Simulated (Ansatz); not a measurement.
BEt2(CN) (C₅H₁₀BN). Total charge 0; singlet. Geometry PBE-D4/def2-SVP, basis def2-TZVP, Ansatz.

| atom | x (Å) | y (Å) | z (Å) |
| --- | --- | --- | --- |
| B1 | 0.082 | -0.039 | 0.061 |
| C2 | -1.117 | -0.982 | -0.312 |
| C3 | -0.927 | -2.500 | -0.230 |
| H4 | -1.557 | -0.667 | -1.284 |
| H5 | -1.889 | -0.654 | 0.435 |
| H6 | -1.876 | -3.048 | -0.401 |
| H7 | -0.200 | -2.854 | -0.990 |
| H8 | -0.533 | -2.808 | 0.759 |
| C9 | 0.209 | 1.428 | -0.483 |
| C10 | 1.009 | 2.457 | 0.325 |
| H11 | -0.792 | 1.814 | -0.777 |
| H12 | 0.715 | 1.246 | -1.470 |
| H13 | 1.133 | 3.412 | -0.224 |
| H14 | 0.504 | 2.691 | 1.284 |
| H15 | 2.020 | 2.078 | 0.578 |
| C16 | 1.191 | -0.581 | 1.007 |
| N17 | 2.029 | -0.994 | 1.721 |

```tsv
run	HOMO (eV)	LUMO (eV)
A	-7.51	-3.37
B	-11.51	0.15
C	-10.16	-1.03
D	-7.39	-3.11
E	-7.66	-2.87
F	-8.73	-2.16
```

LC-ωPBE has ω = 0.4 bohr⁻¹.

Question: The runs used CAM-B3LYP, LC-ωPBE, LDA (SPW92), PBE, PBE0, r2SCAN. Estimate which is which.

Answer: A LDA (SPW92) (0 % exact exchange); B LC-ωPBE (range-separated); C CAM-B3LYP (range-separated); D PBE (0 % exact exchange); E r2SCAN (0 % exact exchange); F PBE0 (25 % exact exchange). Exact exchange lowers occupied and raises empty levels; among semilocal functionals meta-GGAs tend to open the gap a little, and such runs are hard to tell apart. The gap grows from 4.14 eV (LDA (SPW92)) to 11.65 eV (LC-ωPBE).
